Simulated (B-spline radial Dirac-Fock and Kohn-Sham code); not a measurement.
Compton profile of Bi¹⁶⁺

System: bismuth as Bi¹⁶⁺, configuration [Kr] 4d10 4f14 5s2 5p5.

These are calculated numbers from a radial atomic solver; the model is the impulse approximation on Dirac-Fock orbitals of the configuration average with a finite nucleus. pz is in atomic units of momentum; subshell profiles are per electron, for a selection of subshells; open shells are spread over both j values by their weights.

| pz | J total | J 4p1/2 | J 4d3/2 | J 5p3/2 |
| --- | --- | --- | --- | --- |
| 0 | 4.679 | 0.0864 | 0.0698 | 0.192 |
| 0.2 | 4.669 | 0.0864 | 0.0698 | 0.192 |
| 0.3 | 4.656 | 0.0864 | 0.0698 | 0.192 |
| 0.4 | 4.637 | 0.0864 | 0.0698 | 0.192 |
| 0.5 | 4.614 | 0.0864 | 0.0698 | 0.191 |
| 0.6 | 4.585 | 0.0864 | 0.0698 | 0.191 |
| 0.8 | 4.511 | 0.0863 | 0.0698 | 0.188 |
| 1 | 4.416 | 0.0862 | 0.0698 | 0.182 |
| 1.2 | 4.303 | 0.0859 | 0.0697 | 0.174 |
| 1.4 | 4.175 | 0.0855 | 0.0697 | 0.162 |
| 1.6 | 4.035 | 0.0850 | 0.0697 | 0.147 |
| 1.8 | 3.890 | 0.0842 | 0.0696 | 0.130 |
| 2 | 3.744 | 0.0832 | 0.0695 | 0.112 |
| 2.5 | 3.406 | 0.0795 | 0.0688 | 0.0693 |
| 3 | 3.132 | 0.0740 | 0.0674 | 0.0383 |
| 4 | 2.732 | 0.0586 | 0.0615 | 0.0163 |
| 5 | 2.361 | 0.0411 | 0.0515 | 0.0153 |
| 7 | 1.614 | 0.0152 | 0.0276 | 0.00754 |
| 10 | 0.9237 | 0.00579 | 0.00688 | 0.00155 |
| 15 | 0.4576 | 0.00431 | 0.00245 | 0.00104 |
| 20 | 0.2561 | 0.00137 | 0.00207 | 0.000268 |
| 30 | 0.1002 | 0.000326 | 0.000601 | 9.37e-05 |
| 40 | 0.04727 | 0.000279 | 0.000137 | 6.53e-05 |
| 60 | 0.01525 | 8.92e-05 | 9.73e-06 | 1.43e-05 |
| 100 | 0.003331 | 8.85e-06 | < 1e-6 | < 1e-6 |

J(0) = 4.679. The 5p3/2 subshell gives the largest part, 14 %.

Mean momentum ⟨p⟩ by subshell (a.u.): 1s1/2 92.4, 2s1/2 33.0, 2p1/2 43.2, 2p3/2 36.7, 3s1/2 16.6, 3p1/2 19.7, 3p3/2 17.8, 3d3/2 21.4, 3d5/2 20.7, 4s1/2 8.69, 4p1/2 9.77, 4p3/2 8.95, 4d3/2 9.99, 4d5/2 9.73, 4f5/2 10.4, 4f7/2 10.3, 5s1/2 4.35, 5p1/2 4.72, 5p3/2 4.42.
